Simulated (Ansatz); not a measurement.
Geometry optimisation, UKS r2SCAN/def2-SVP in Ansatz 0.2.0.

input.yaml

```yaml
crystal:
  periodic: [false, false, false]
  atoms:
    - { symbol: Al, position_ang: [0.0, 0.0, -0.125735] }
    - { symbol: F, position_ang: [0.0, 0.0, 1.547888] }
    - { symbol: Cl, position_ang: [1.828395, 0.0, -1.108439] }
    - { symbol: Cl, position_ang: [-1.828395, 0.0, -1.108439] }
    - { symbol: F, position_ang: [0.0, 0.0, 3.884725] }
magnetization:
  spin_polarized: true
  initial_magnetization: 1
basis:
  gaussian: { orbitals: def2-SVP }
hamiltonian:
  xc: r2scan
relax:
  f_tol: 0.03
  max_steps: 50
```

Run as:

```bash
$ ansatz run input.yaml --threads 4 --pin off --max-ram 5120MiB --backend cpu --events-out ev --progress --plain --runs-dir out
```

Where does it end, and by what steps?

The forces met the threshold. After 3 steps the energy has fallen by 0.008 eV; F5 moved furthest, 0.07 Å.

```csv
step,energy less start (eV),largest force component (eV/Å),accepted
0,0.0000,0.504,yes
1,-0.0054,0.309,yes
2,-0.0080,0.041,yes
3,-0.0080,0.001,yes
```

```xyz
5
Properties=species:S:1:pos:R:3
Al 0.000 0.000 -0.098
F 0.000 0.000 1.558
Cl 1.817 0.000 -1.094
Cl -1.817 0.000 -1.094
F 0.000 0.000 3.819
```

Whether the end is a true minimum wasn't checked by a vibrational analysis.

The run took 46 s on 4 threads of Arm Neoverse V2 (shared host), peak memory 0.25 GiB.
